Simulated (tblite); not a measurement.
Species: C6H12OP2.
Numbering: `[CH2:1]=[CH:2][CH2:3]/[P:4]=[P:5]/[CH2:6][CH2:7][O:8][CH3:9]` (hydrogens: H10, H11 on C1; H12 on C2; H13, H14 on C3; H15, H16 on C6; H17, H18 on C7; H19, H20, H21 on C9)

Computed with GFN2-xTB (tblite), gas phase: L-BFGS steps from a force-field or distance-geometry start until the largest atomic force falls under 0.01 eV/Å.

Step 3: E = -761.4786 eV
```
atom  x, y, z in Å  |  force x, y, z in eV/Å
C1      3.6553    1.1756    0.0584   -0.036   0.960   0.453
C2      3.8488    0.0510   -0.5643   -0.055  -1.025  -0.542
C3      2.9062   -1.1061   -0.5821   -0.677   0.249   0.505
P4      1.3160   -0.9512    0.5456   -0.595   0.512  -0.171
P5     -0.0121    0.5658   -0.0740    0.551  -0.521   0.245
C6     -1.5525    0.6324    1.1275    0.636  -0.100  -0.340
C7     -2.3550   -0.6533    0.9721    0.134   0.252  -0.313
O8     -2.6672   -0.8861   -0.3852   -0.087   0.217   0.110
C9     -3.5120    0.1041   -0.9385    0.206  -0.210   0.120
H10     4.4007    1.9453   -0.0119   -0.045   0.256   0.186
H11     2.7639    1.3697    0.6412    0.149   0.059  -0.075
H12     4.7581   -0.1076   -1.1385   -0.089  -0.045   0.027
H13     2.6636   -1.3604   -1.6141   -0.245  -0.001   0.000
H14     3.4149   -1.9769   -0.1409   -0.165   0.095  -0.084
H15    -1.3244    0.8007    2.1737    0.394  -0.074   0.132
H16    -2.1268    1.5141    0.7906    0.276  -0.370   0.086
H17    -3.2546   -0.6369    1.6100   -0.056   0.071  -0.170
H18    -1.7379   -1.4981    1.2616    0.096  -0.219   0.116
H19    -3.0400    1.0933   -0.9746   -0.005  -0.148  -0.110
H20    -3.7287   -0.2291   -1.9437   -0.109  -0.020  -0.196
H21    -4.4252    0.1709   -0.3496   -0.278   0.061   0.021
```

Step 4: E = -761.5486 eV
```
atom  x, y, z in Å  |  force x, y, z in eV/Å
C1      3.6588    1.1840    0.0598    0.083   0.018  -0.039
C2      3.8464    0.0435   -0.5675   -0.234  -0.024  -0.013
C3      2.8896   -1.1003   -0.5746   -0.633   0.116   0.274
P4      1.2932   -0.9533    0.5632   -0.286   0.524  -0.400
P5      0.0069    0.5690   -0.0887    0.298  -0.547   0.468
C6     -1.5344    0.6264    1.1256    0.595  -0.063  -0.162
C7     -2.3526   -0.6504    0.9670    0.269   0.075  -0.092
O8     -2.6667   -0.8829   -0.3863   -0.049   0.089   0.083
C9     -3.5133    0.1000   -0.9368    0.016  -0.138   0.009
H10     4.3980    1.9550   -0.0049    0.063   0.274   0.135
H11     2.7702    1.3721    0.6383    0.002   0.096   0.024
H12     4.7571   -0.1093   -1.1388   -0.111  -0.110   0.007
H13     2.6571   -1.3627   -1.6159   -0.280   0.084   0.237
H14     3.4059   -1.9698   -0.1452   -0.174   0.019  -0.001
H15    -1.3125    0.7999    2.1825    0.372  -0.153  -0.179
H16    -2.1156    1.4990    0.7926    0.245  -0.200   0.037
H17    -3.2575   -0.6344    1.6047    0.066   0.118  -0.209
H18    -1.7361   -1.5002    1.2644   -0.022  -0.126   0.041
H19    -3.0396    1.0858   -0.9789    0.004  -0.049  -0.080
H20    -3.7300   -0.2283   -1.9474   -0.105  -0.029  -0.088
H21    -4.4338    0.1738   -0.3496   -0.119   0.024  -0.051
```

Problem. Estimate the geometry and energy of step 5. (The exact step hangs on the optimiser's Hessian estimate; all steps are aligned on step 4, rigid shifts and turns removed.)

Solution. E = -761.6182 eV, largest force 0.566 eV/Å
```
atom  x, y, z in Å  |  force x, y, z in eV/Å
C1      3.6647    1.1889    0.0580    0.063  -0.173  -0.119
C2      3.8384    0.0400   -0.5685   -0.252   0.318   0.136
C3      2.8598   -1.0924   -0.5628   -0.293   0.045   0.035
P4      1.2644   -0.9458    0.5739    0.230   0.095  -0.304
P5      0.0321    0.5624   -0.0951   -0.152  -0.124   0.360
C6     -1.5034    0.6189    1.1219    0.359  -0.098  -0.005
C7     -2.3439   -0.6471    0.9612    0.280  -0.054   0.137
O8     -2.6669   -0.8786   -0.3862    0.049  -0.112   0.012
C9     -3.5158    0.0933   -0.9355   -0.165   0.051  -0.104
H10     4.3969    1.9710    0.0053    0.059   0.119   0.072
H11     2.7765    1.3768    0.6360   -0.037   0.105   0.049
H12     4.7537   -0.1136   -1.1391   -0.251  -0.173   0.046
H13     2.6444   -1.3631   -1.6119   -0.352   0.161   0.379
H14     3.3925   -1.9621   -0.1495   -0.265   0.029   0.080
H15    -1.2924    0.7957    2.1869    0.381  -0.208  -0.363
H16    -2.0987    1.4795    0.7951    0.263  -0.022  -0.029
H17    -3.2586   -0.6291    1.5945    0.239   0.186  -0.222
H18    -1.7354   -1.5043    1.2678   -0.098  -0.077  -0.033
H19    -3.0392    1.0771   -0.9851   -0.017   0.013  -0.047
H20    -3.7334   -0.2280   -1.9523   -0.088  -0.056   0.038
H21    -4.4445    0.1773   -0.3511    0.047  -0.023  -0.116
```

The energy changes by -0.0696 eV. The first-order estimate −F·Δx gives -0.1014 eV and the mean of the old and new forces, exact on a quadratic surface, -0.0690 eV. The step makes an angle of 43° with the force vector and moves no atom by more than 0.033 Å.

What follows is the cost of the whole relaxation. Time: 1.7 s of wall time. Hardware: an Intel Xeon Platinum 8488C with one thread, no GPU, shared host with 96 logical CPUs at a one-minute load of 28.
